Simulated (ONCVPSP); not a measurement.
Before and after: ONCV potential for iridium (Ir)

| Item | Value |
| --- | --- |
| Element | iridium |
| Generator | ONCVPSP 4.0.1 |
| Type | optimised norm-conserving Vanderbilt (ONCV) |
| Functional | LDA (Perdew-Wang 92) |
| Relativity | fully relativistic |
| Frozen core | [Kr] 4d10 4f14 |
| Valence charge | 17 |
| Reference configuration | 5s2 5p6 5d7 6s2 |
| Partial waves | 5s+6s: rc 1.90 bohr, ncon 4, nbas 9, qcut 8.1 1/bohr, 2 projectors; 5p: rc 1.10 bohr, ncon 4, nbas 7, qcut 7.2 1/bohr, 2 projectors, debl 1.6 Ha; 5d: rc 2.40 bohr, ncon 5, nbas 9, qcut 5.6 1/bohr, 2 projectors, debl 2.4 Ha |
| Local potential | polynomial inside 0.70 bohr (lpopt 5, dvloc0 2 Ha) |
| Core correction | Teter function, fcfact 6, rcfact 1.15 |

Open shells are filled in proportion to 2j + 1.

In the p channel the program set the typed energies aside and used -1.880, 0.250 Ha (j = l + 1/2; the other j can differ).

Change: core correction Teter function, fcfact 1.9, rcfact 1.15.

Cutoffs: the cutoffs (Ha) at which the residual kinetic energy of the hardest occupied pseudo-wave falls to 1 and 0.1 mHa per electron; they do not see the model core or the augmentation charge, which bear on the density cutoff. Errors are all-electron minus pseudo energies relative to the spin-unpolarised reference configuration.

Task: Predict the effect on cutoff, ghosts and configuration errors.

Result: The potential gets neither clearly harder nor softer (107 Ha and 126 Ha → 107 Ha and 126 Ha); both files keep a bound ghost (s); of the 4 tests that both files solve, the error grows in 1 and shrinks in 3 by more than 15 % and 0.3 meV (median size 6.5 → 5.2 meV). A model core, the more so a compact one, raises the density cutoff, which this test does not measure.

| quantity | base | changed |
| --- | --- | --- |
| cutoff, loose | 107 Ha | 107 Ha |
| cutoff, tight | 126 Ha | 126 Ha |
| bound ghosts | s | s |
| GHOST(+) flags under 300 eV | p3/2 at 36.9 eV, d5/2 at 89.4 eV, d3/2 at 127.5 eV, p1/2 at 143.2 eV | p3/2 at 36.9 eV, d5/2 at 89.4 eV, d3/2 at 127.5 eV, p1/2 at 143.2 eV |
| error for 5s2 5p6 5d7 6s1, meV [ΔE 10.18 eV] | -0.8 | -0.5 |
| error for 5s2 5p6 5d7 6s0, meV [ΔE 28.03 eV] | -6.7 | -5.0 |
| error for 5s2 5p6 5d6 6s0, meV [ΔE 58.87 eV] | -6.4 | -5.3 |
| error for 5s2 5p6 5d8 6s0, meV [ΔE 9.01 eV] | +8.1 | +10 |
| s: phases at 1.93 bohr within 0.05 rad from the reference energy up to (Ha; the scan ends near 5) | to the end of the scan | to the end of the scan |
| p3/2: phases at 1.12 bohr within 0.05 rad from the reference energy up to (Ha; the scan ends near 5) | to the end of the scan | to the end of the scan |
| p1/2: phases at 1.12 bohr within 0.05 rad from the reference energy up to (Ha; the scan ends near 5) | to the end of the scan | to the end of the scan |
| d5/2: phases at 2.44 bohr within 0.05 rad from the reference energy up to (Ha; the scan ends near 5) | to the end of the scan | to the end of the scan |
| d3/2: phases at 2.44 bohr within 0.05 rad from the reference energy up to (Ha; the scan ends near 5) | 4.6 | 4.6 |
| rms error of d²Exc/dni dnj with the model core, mHa | 4.75 | 7.29 |

 A true bound ghost makes a file unfit for plane-wave use even where its test errors are small: the radial tests pick states by their node count and pass the ghost by.
